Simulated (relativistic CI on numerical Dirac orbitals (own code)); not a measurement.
## Hyperfine structure of As XXIII, mass number 75

Method of calculation: Dirac-Coulomb-Breit CI, orbitals from a KLI potential per configuration, QED by a radiative potential, unscaled Slater integrals (own radial code, finite nucleus).

Configurations in the expansion (outside the closed core [Ne]): 3s, 3p, 3d, 4s, 4p, 4d, 4f, 5s, 5p, 5d, 5f, 5g, 6s, 6p, 6d. Levels of other configurations are missing.

Nuclear spin I = 3/2, μ = 1.4383 μN, Q = 0.311 b (tables of Stone and Pyykkö). The electronic factors are computed for point nuclear moments, without core polarisation or the Bohr-Weisskopf and QED corrections.

```
     Level   E (eV)  A (GHz)  B (GHz)
 3s 2S_1/2    0.000    226.6         
3p 2P°_1/2   49.738    67.98         
3p 2P°_3/2   58.229    12.37     7.53
 3d 2D_3/2  124.913    5.779     1.17
 3d 2D_5/2  126.403    2.446     1.63
 4s 2S_1/2  444.091     90.6         
4p 2P°_1/2  464.237    27.66         
4p 2P°_3/2  467.608    5.048     3.08
```

Levels with J = 0, under 50 % of one LS term, or S terms without an open s electron are left out. Small factors come from cancelling terms and can be off by tens of per cent or more.

At this charge energies of transitions that change n are usually good to better than 1 %, and those within a shell (Δn = 0) to a few per cent.

(1) Give the hyperfine levels of 3s 2S_1/2 relative to its centre of gravity.

## Answers

(1) With K = F(F + 1) − I(I + 1) − J(J + 1), E = AK/2: F = 1: -283.3, F = 2: 170 GHz.
